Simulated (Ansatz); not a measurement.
Relaxation of Al$_{2}$ClH$_{3}$S (7 atoms, charge 0, multiplicity 1), to a largest force component of 0.015 eV/Å in at most 40 steps.

Method: RKS LDA/def2-SVP in Ansatz 0.2.0.

```xyz
7
Properties=species:S:1:pos:R:3:forces:R:3
Al -1.143 1.508 -0.294 0.33 -0.53 0.09
S -0.951 -0.595 0.250 0.23 -0.47 0.09
Al 1.062 -1.465 0.281 -1.84 0.23 0.27
Cl 2.635 -0.396 -0.371 1.34 0.91 -0.56
H -1.553 1.899 -1.723 -0.26 0.09 -0.83
H -0.973 2.602 0.774 0.12 0.53 0.68
H 1.217 -2.882 0.834 0.08 -0.75 0.25
```

Where does it end, and by what steps?

It converged. The force dipped under the threshold on the way, but the program's further checks kept it going. After 13 steps the energy has fallen by 0.713 eV; Cl4 moved furthest, 1.22 Å. Joined: Al1–Al3, Al1–Cl4.

| step | energy less start (eV) | largest force component (eV/Å) | accepted |
| --- | --- | --- | --- |
| 0 | 0.0000 | 1.839 | yes |
| 1 | -0.1861 | 0.275 | yes |
| 2 | -0.2283 | 0.189 | yes |
| 3 | -0.2834 | 0.194 | yes |
| 4 | -0.3556 | 0.200 | yes |
| 5 | -0.4490 | 0.210 | yes |
| 6 | -0.5607 | 0.254 | yes |
| 7 | -0.6662 | 0.450 | yes |
| 8 | -0.6771 | 0.578 | yes |
| 9 | -0.7076 | 0.155 | yes |
| 10 | -0.7038 | 0.192 | no |
| 11 | -0.7122 | 0.036 | yes |
| 12 | -0.7129 | 0.005 | yes |
| 13 | -0.7130 | 0.004 | yes |

```xyz
7
Properties=species:S:1:pos:R:3
Al -0.621 1.238 -0.284
S -1.416 -0.764 0.484
Al 0.597 -1.385 0.339
Cl 1.684 0.373 -0.405
H -0.937 1.524 -1.821
H -0.481 2.363 0.839
H 1.467 -2.679 0.600
```

Time of the run: 31 s on 1 thread of Arm Neoverse V1, with other jobs on the host, peak memory 0.12 GiB.
